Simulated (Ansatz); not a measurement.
Cartesian coordinates in Å:
```
Cl -1.328 -1.592 -0.021
C -0.039 -0.452 0.249
Cl 1.054 -0.958 1.506
B -0.042 0.939 -0.325
O 0.628 -0.028 -0.967
H -0.273 2.090 -0.443
```

Total charge 0; spin multiplicity 1.

Q: List the r2SCAN/def2-TZVPP orbital energies in eV (the Gaussian-basis code of Ansatz). (An estimate is asked.)

A: Computed: Occupied: -2754.07, -2754.07, -517.82, -277.61, -255.43, -255.43, -194.05, -194.05, -193.79, -193.79, -193.78, -193.78, -182.23, -29.57, -23.53, -21.95, -16.46, -14.17, -13.03, -12.99, -11.18, -10.12, -9.69, -8.87, -8.42, -7.92, -7.09. Lowest empty: -2.06, -1.11, 0.69, 0.79, 1.33, 2.02, 2.70, 4.37.
